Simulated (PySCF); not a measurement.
PySCF input for trans-(1S,2S)-1-ethenyl-2-fluorocyclopropane (C₅H₇F), SMILES C([C@H]1[C@@H](F)C1)=C, TDA-LC-ωPBE/def2-SVPD. Geometry: PBE0-D3(BJ)/def2-SVP. The values are those of a single conformer.

```python
import numpy as np
from pyscf import gto, scf, dft, tdscf

mol = gto.M(
    atom='''
    C     2.44703175    0.31036558    0.47958186
    C     1.26289000   -0.08132273    0.00413151
    C    -0.02953484    0.16103164    0.66983211
    C    -1.10621535   -0.91587156    0.64188691
    C    -1.27160064    0.31840857   -0.15833485
    F    -1.15059210    0.21649341   -1.50554444
    H     2.53404566    0.85275397    1.42629298
    H     3.37217320    0.10271567   -0.06300058
    H     1.21444773   -0.61620608   -0.95094340
    H     0.02192639    0.77574810    1.57426455
    H    -0.86723763   -1.82437345    0.08220730
    H    -1.72380229   -1.06769842    1.53050921
    H    -2.01164987    1.07295060    0.12798483
    ''',
    basis='def2-SVPD',
    charge=0,
    spin=0,
    max_memory=1600,
    verbose=4,
)
mf = dft.RKS(mol, xc='lc_wpbe').density_fit(auxbasis='def2-universal-jkfit')
mf.grids.level = 3
mf.conv_tol = 1e-9
mf.max_cycle = 100
mf.kernel()
mf.grids = dft.Grids(mol).set(level=1).build(with_non0tab=True)  # coarser grid for the response kernel
td = tdscf.TDA(mf)
td.singlet = True
td.nstates = 10
td.conv_tol = 1e-4
td.positive_eig_threshold = 1e-6
td.kernel(x0=td.get_init_guess(mf, 15))
td.analyze()
tt = tdscf.TDA(mf)
tt.singlet = False
tt.nstates = 4
tt.conv_tol = 1e-4
tt.positive_eig_threshold = 1e-6
tt.kernel(x0=tt.get_init_guess(mf, 9))
tt.analyze(verbose=3)
```

Program output:

```
PySCF version 2.14.0

[INPUT] verbose = 4
[INPUT] num. atoms = 13
[INPUT] num. electrons = 46
[INPUT] charge = 0
[INPUT] spin (= nelec alpha-beta = 2S) = 0
[INPUT] symmetry False subgroup None
[INPUT] Mole.unit = angstrom
[INPUT] Symbol           X                Y                Z      unit          X                Y                Z       unit  Magmom
[INPUT]  1 C      2.447031750000   0.310365580000   0.479581860000 AA    4.624219825615   0.586505944692   0.906278369710 Bohr   0.0
[INPUT]  2 C      1.262890000000  -0.081322730000   0.004131510000 AA    2.386516225452  -0.153677687402   0.007807422381 Bohr   0.0
[INPUT]  3 C     -0.029534840000   0.161031640000   0.669832110000 AA   -0.055812758733   0.304305696990   1.265799237340 Bohr   0.0
[INPUT]  4 C     -1.106215350000  -0.915871560000   0.641886910000 AA   -2.090444046290  -1.730746413678   1.212990462843 Bohr   0.0
[INPUT]  5 C     -1.271600640000   0.318408570000  -0.158334850000 AA   -2.402976949422   0.601704993014  -0.299209502474 Bohr   0.0
[INPUT]  6 F     -1.150592100000   0.216493410000  -1.505544440000 AA   -2.174303950088   0.409113252673  -2.845066659962 Bohr   0.0
[INPUT]  7 H      2.534045660000   0.852753970000   1.426292980000 AA    4.788652284543   1.611471454936   2.695303105590 Bohr   0.0
[INPUT]  8 H      3.372173200000   0.102715670000  -0.063000580000 AA    6.372483792598   0.194104485001  -0.119053841889 Bohr   0.0
[INPUT]  9 H      1.214447730000  -0.616206080000  -0.950943400000 AA    2.294973602300  -1.164460727492  -1.797022585963 Bohr   0.0
[INPUT] 10 H      0.021926390000   0.775748100000   1.574264550000 AA    0.041434872000   1.465951450652   2.974928847112 Bohr   0.0
[INPUT] 11 H     -0.867237630000  -1.824373450000   0.082207300000 AA   -1.638841605617  -3.447566169428   0.155349282440 Bohr   0.0
[INPUT] 12 H     -1.723802290000  -1.067698420000   1.530509210000 AA   -3.257514220998  -2.017657597431   2.892243238024 Bohr   0.0
[INPUT] 13 H     -2.011649870000   1.072950600000   0.127984830000 AA   -3.801467312817   2.027582779188   0.241856276799 Bohr   0.0

nuclear repulsion = 226.377088706482
number of shells = 77
number of NR pGTOs = 253
number of NR cGTOs = 179
basis = def2-SVPD
ecp = {}


******** <class 'pyscf.df.df_jk.DFRKS'> ********
method = DFRKS
initial guess = minao
damping factor = 0
level_shift factor = 0
DIIS = <class 'pyscf.scf.diis.CDIIS'>
diis_start_cycle = 1
diis_space = 8
diis_damp = 0
SCF conv_tol = 1e-09
SCF conv_tol_grad = None
SCF max_cycles = 100
direct_scf = False
XC library pyscf.dft.libxc version 7.1.2
    S. Lehtola, C. Steigemann, M. J. T. Oliveira, and M. A. L. Marques,  SoftwareX 7, 1–5 (2018)
XC functionals = lc_wpbe
    O. A. Vydrov and G. E. Scuseria,  J. Chem. Phys. 125, 234109 (2006)
radial grids:
    Treutler-Ahlrichs [JCP 102, 346 (1995); DOI:10.1063/1.469408] (M4) radial grids

becke partition: Becke, JCP 88, 2547 (1988); DOI:10.1063/1.454033
pruning grids: <function nwchem_prune>
grids dens level: 3
symmetrized grids: False
atomic radii adjust function: <function treutler_atomic_radii_adjust>
small_rho_cutoff = 0
Set gradient conv threshold to 3.16228e-05
Initial guess from minao.
tot grids = 153512
Create RSH-DF object <pyscf.df.df.DF object> for omega=0.4
******** <class 'pyscf.df.df.DF'> ********
auxbasis = auxmol.basis = def2-universal-jkfit
init E= -295.170987886448
  HOMO = -0.271263273754057  LUMO = -0.0199388990007203  gap/eV = 6.83888
cycle= 1 E= -294.090012375896  delta_E= 1.08  |g|= 0.504  |ddm|=  5.4
  HOMO = -0.350522853347357  LUMO = 0.0802766899425178  gap/eV = 11.72265
cycle= 2 E= -294.107623719127  delta_E= -0.0176  |g|= 0.498  |ddm|= 1.16
  HOMO = -0.356698313925561  LUMO = 0.0876711635485473  gap/eV = 12.09191
cycle= 3 E= -294.147190231129  delta_E= -0.0396  |g|= 0.0521  |ddm|= 0.489
  HOMO = -0.359700495356376  LUMO = 0.0872305849664325  gap/eV = 12.16161
cycle= 4 E= -294.147823398116  delta_E= -0.000633  |g|= 0.0208  |ddm|= 0.127
  HOMO = -0.35832238319674  LUMO = 0.0894882948923567  gap/eV = 12.18555
cycle= 5 E= -294.147933925469  delta_E= -0.000111  |g|= 0.00516  |ddm|= 0.0504
  HOMO = -0.35862569975313  LUMO = 0.0893163614976328  gap/eV = 12.18912
cycle= 6 E= -294.147942186847  delta_E= -8.26e-06  |g|= 0.000781  |ddm|= 0.0143
  HOMO = -0.358773323658737  LUMO = 0.089260475566572  gap/eV = 12.19162
cycle= 7 E= -294.147942776054  delta_E= -5.89e-07  |g|= 0.000326  |ddm|= 0.00436
  HOMO = -0.358747811477771  LUMO = 0.0893051478170747  gap/eV = 12.19214
cycle= 8 E= -294.147942825299  delta_E= -4.92e-08  |g|= 0.000106  |ddm|= 0.00125
  HOMO = -0.358759347299773  LUMO = 0.0892987028622447  gap/eV = 12.19228
cycle= 9 E= -294.1479428322  delta_E= -6.9e-09  |g|= 4.12e-05  |ddm|= 0.000492
  HOMO = -0.358762780655057  LUMO = 0.089296705527619  gap/eV = 12.19232
cycle= 10 E= -294.147942832748  delta_E= -5.49e-10  |g|= 1.31e-05  |ddm|= 0.000135
  HOMO = -0.358761186876883  LUMO = 0.0892980635352287  gap/eV = 12.19231
Extra cycle  E= -294.147942832812  delta_E= -6.33e-11  |g|= 1.15e-05  |ddm|= 5.82e-05
converged SCF energy = -294.147942832812
tot grids = 48504
Overwritten attributes  positive_eig_threshold  of <class 'pyscf.tdscf.rks.TDA'>


******** <class 'pyscf.tdscf.rks.TDA'> for <class 'pyscf.df.df_jk.DFRKS'> ********
nstates = 10 singlet
deg_eia_thresh = 1.000e-03
wfnsym = None
conv_tol = 0.0001
eigh lindep = 1e-12
eigh level_shift = 0
eigh max_cycle = 100


Excitation energies (eV)
[7.54750893 7.71458272 7.99785378 8.41292601 8.49986787 8.68015261
 8.69870375 8.91257141 9.22430148 9.40000712]

** Singlet excitation energies and oscillator strengths **
Excited State   1:      7.54751 eV    164.27 nm  f=0.7086
      23 -> 24        0.62933
      23 -> 25        0.22685
Excited State   2:      7.71458 eV    160.71 nm  f=0.0523
      23 -> 24        0.20579
      23 -> 25       -0.55911
      23 -> 26        0.26133
      23 -> 27        0.13495
      23 -> 29        0.12861
Excited State   3:      7.99785 eV    155.02 nm  f=0.0194
      21 -> 25        0.10333
      23 -> 25       -0.13509
      23 -> 26       -0.49252
      23 -> 27        0.37867
      23 -> 28       -0.17450
      23 -> 30       -0.11133
Excited State   4:      8.41293 eV    147.37 nm  f=0.0092
      20 -> 24        0.53968
      20 -> 25        0.12750
      20 -> 27        0.11757
      21 -> 24        0.25914
      22 -> 24        0.21871
Excited State   5:      8.49987 eV    145.87 nm  f=0.0078
      22 -> 24        0.20648
      22 -> 25        0.33356
      23 -> 25       -0.10522
      23 -> 26       -0.27383
      23 -> 27       -0.34142
      23 -> 28        0.21905
      23 -> 29        0.10358
Excited State   6:      8.68015 eV    142.84 nm  f=0.0058
      20 -> 24        0.14306
      21 -> 25        0.12969
      22 -> 24       -0.24674
      22 -> 25       -0.35344
      22 -> 26       -0.11252
      23 -> 25       -0.16028
      23 -> 26       -0.20855
      23 -> 27       -0.32063
      23 -> 29        0.10154
      23 -> 30        0.11375
Excited State   7:      8.69870 eV    142.53 nm  f=0.0070
      18 -> 24        0.12312
      20 -> 24        0.14735
      22 -> 24       -0.52556
      22 -> 25        0.29087
      22 -> 26        0.14423
      23 -> 28        0.11050
Excited State   8:      8.91257 eV    139.11 nm  f=0.0031
      22 -> 25        0.20651
      23 -> 24        0.10334
      23 -> 27       -0.16081
      23 -> 28       -0.53768
      23 -> 30        0.15639
      23 -> 31       -0.11998
Excited State   9:      9.22430 eV    134.41 nm  f=0.0505
      21 -> 30       -0.11717
      23 -> 27        0.16118
      23 -> 28        0.16291
      23 -> 29       -0.19644
      23 -> 30        0.54155
      23 -> 33        0.11223
Excited State  10:      9.40001 eV    131.90 nm  f=0.0210
      21 -> 26        0.12471
      23 -> 25       -0.10393
      23 -> 27       -0.13443
      23 -> 29       -0.58571
      23 -> 30       -0.19206
      23 -> 32       -0.12772

** Transition electric dipole moments (AU) **
state          X           Y           Z        Dip. S.      Osc.
  1         1.8716      0.4138      0.3971      3.8319      0.7086
  2         0.3009      0.4180     -0.1080      0.2769      0.0523
  3         0.0999     -0.2457      0.1699      0.0992      0.0194
  4         0.2012      0.0649      0.0089      0.0448      0.0092
  5         0.1419      0.1299      0.0190      0.0374      0.0078
  6        -0.1652      0.0079     -0.0032      0.0274      0.0058
  7        -0.1133     -0.1343      0.0420      0.0326      0.0070
  8        -0.0350      0.0728     -0.0876      0.0142      0.0031
  9        -0.4685      0.0598     -0.0178      0.2234      0.0505
 10         0.1860      0.2259     -0.0754      0.0913      0.0210

** Transition velocity dipole moments (imaginary part, AU) **
state          X           Y           Z        Dip. S.      Osc.
  1         0.3086      0.0410      0.0291      0.0978      0.2350
  2         0.0537      0.1045     -0.0451      0.0158      0.0373
  3         0.0191     -0.0943      0.0538      0.0122      0.0276
  4         0.0449     -0.0060      0.0019      0.0021      0.0044
  5         0.0428      0.0153      0.0136      0.0022      0.0048
  6        -0.0251      0.0165      0.0004      0.0009      0.0019
  7        -0.0386      0.0218     -0.0133      0.0021      0.0045
  8         0.0093      0.0137     -0.0006      0.0003      0.0006
  9        -0.1423     -0.0110      0.0096      0.0205      0.0402
 10         0.0416      0.0866     -0.0393      0.0108      0.0208

** Transition magnetic dipole moments (imaginary part, AU) **
state          X           Y           Z
  1        -0.0039     -0.1001     -0.1382
  2        -0.1042     -0.2657     -0.6838
  3        -0.0416      0.3288      0.5355
  4         1.1461      0.4239      0.3273
  5        -0.3980      0.4506      0.1643
  6         0.5813     -0.2957     -0.1666
  7         0.2984     -0.1057     -0.3502
  8        -0.1723     -0.1978     -0.1168
  9        -0.0202     -0.0044     -0.1212
 10         0.2940     -0.1079      0.1161


******** <class 'pyscf.tdscf.rks.TDA'> for <class 'pyscf.df.df_jk.DFRKS'> ********
nstates = 4 triplet
deg_eia_thresh = 1.000e-03
wfnsym = None
conv_tol = 0.0001
eigh lindep = 1e-12
eigh level_shift = 0
eigh max_cycle = 100


Excitation energies (eV)
[4.08428579 7.53392322 7.77914065 7.81520607]

** Triplet excitation energies and oscillator strengths **
Excited State   1:      4.08429 eV    303.56 nm  f=0.0000
Excited State   2:      7.53392 eV    164.57 nm  f=0.0000
Excited State   3:      7.77914 eV    159.38 nm  f=0.0000
Excited State   4:      7.81521 eV    158.64 nm  f=0.0000
```

Self-consistency was reached.

Cost: about 7 core-minutes (a rough figure).
